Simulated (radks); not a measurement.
Spherical quantum dot in the effective-mass picture: electrons in a hard-walled sphere of radius 3.54, all in effective atomic units (hartree* = m*/eps^2 hartree, bohr* = eps/m* bohr), one dielectric constant everywhere. Calculated with a radial shooting solver with Libxc functionals: non-relativistic Kohn-Sham, r2SCAN, spin-polarised, spherical densities, generalised Kohn-Sham scheme. Levels are named by radial order and angular momentum (1s, 1p, 1d, 2s, ...), and open shells are averaged over m. Results are scaled to m* = 0.055 and eps = 10.2, for which hartree* = 14.39 meV and bohr* = 9.814 nm. Each electron was tried in the lowest free levels, single moves between levels near the top were tried too, and the lowest total energy was kept; such a search can miss a lower state. At N = 1 the Hartree and exchange-correlation terms need not cancel, so that row can carry a self-interaction error.

N                         open shells  2S  E (meV)  mu = E(N) - E(N-1) (meV)  addition energy mu(N+1) - mu(N) (meV)  e(HOMO) (meV)  rms radius (nm)
1                    1s(up 1, down 0)   1  5.63350                    5.6335                                  6.513         8.0131            18.56
2                                none   0  17.7798                    12.146                                  10.28         14.553            19.37
3                    1p(up 1, down 0)   1  40.2081                    22.428                                  4.833         24.771            20.63
4                    1p(up 2, down 0)   2  67.4689                    27.261                                  5.080         29.785            21.31
5                    1p(up 3, down 0)   3  99.8094                    32.341                                  7.119         34.904            21.78
6                    1p(up 3, down 1)   2  139.269                    39.459                                  4.659         41.738            22.17
7                    1p(up 3, down 2)   1  183.387                    44.118                                  4.897         46.543            22.48
8                                none   0  232.402                    49.015                                  11.33         51.502            22.74
9                    1d(up 1, down 0)   1  292.744                    60.342                                  4.775         62.717            23.08
10                   1d(up 2, down 0)   2  357.860                    65.117                                  4.832         67.524            23.35
11                   1d(up 3, down 0)   3  427.810                    69.949                                  4.864         72.376            23.58
12                   1d(up 4, down 0)   4  502.623                    74.813                                  4.881         77.250            23.79
13                   1d(up 5, down 0)   5  582.317                    79.694                                  6.760         82.136            23.97
14                   1d(up 5, down 1)   4  668.770                    86.453                                  4.669         88.777            24.14
15                   1d(up 5, down 2)   3  759.892                    91.122                                  4.733         93.478            24.29
16                   1d(up 5, down 3)   2  855.748                    95.855                                  4.774         98.235            24.42
17                   1d(up 5, down 4)   1  956.377                    100.63                                  4.799         103.02            24.55
18                               none   0  1061.81                    105.43                                  12.44         107.83            24.66
19                   1f(up 1, down 0)   1  1179.67                    117.86                                  4.693         120.19            24.80
20                   1f(up 2, down 0)   2  1302.23                    122.56                                  4.709         124.90            24.93
21                   1f(up 3, down 0)   3  1429.50                    127.27                                  4.724         129.62            25.04
22                   1f(up 4, down 0)   4  1561.49                    131.99                                  4.736         134.35            25.15
23                   1f(up 5, down 0)   5  1698.21                    136.73                                  4.743         139.09            25.25
24                   1f(up 6, down 0)   6  1839.68                    141.47                                  4.748         143.84            25.34
25                   1f(up 7, down 0)   7  1985.90                    146.22                                  6.554         148.59            25.43
26                   1f(up 7, down 1)   6  2138.67                    152.77                                  4.631         155.06            25.52
27                   1f(up 7, down 2)   5  2296.08                    157.40                                  4.647         159.70            25.60
28                   1f(up 7, down 3)   4  2458.13                    162.05                                  4.665         164.36            25.67
29                   1f(up 7, down 4)   3  2624.84                    166.71                                  4.679         169.04            25.74
30                   1f(up 7, down 5)   2  2796.23                    171.39                                  4.689         173.73            25.81
31                   1f(up 7, down 6)   1  2972.32                    176.08                                  4.697         178.42            25.88
32                               none   0  3153.10                    180.78                                  12.32         183.12            25.94
33                   2s(up 1, down 0)   1  3346.20                    193.10                                  6.199         195.86            25.83
34  2s(up 1, down 0) 1g(up 1, down 0)   2  3545.50                    199.30                                  4.617         201.61            25.91
35  2s(up 1, down 0) 1g(up 2, down 0)   3  3749.42                    203.92                                  4.631         206.24            25.97
36  2s(up 1, down 0) 1g(up 3, down 0)   4  3957.97                    208.55                                  4.641         210.88            26.04
37  2s(up 1, down 0) 1g(up 4, down 0)   5  4171.16                    213.19                                  4.647         215.62            26.10
38  2s(up 1, down 0) 1g(up 5, down 0)   6  4389.00                    217.84                                  4.652         220.56            26.16
39  2s(up 1, down 0) 1g(up 6, down 0)   7  4611.49                    222.49                                  3.892         225.50            26.22
40                   1g(up 8, down 0)   8  4837.87                    226.38                                      -         229.21            26.43

All shells are closed at N = 2, 8, 18, 32 (there: 1s2 1p6 1d10 1f14); the second difference of the energy has clear peaks (12 % above both neighbours; the first and last values, which can be the largest, are not judged, and half-filled shells can peak too) at N = 2, 5, 8, 13, 18, 25, 32.
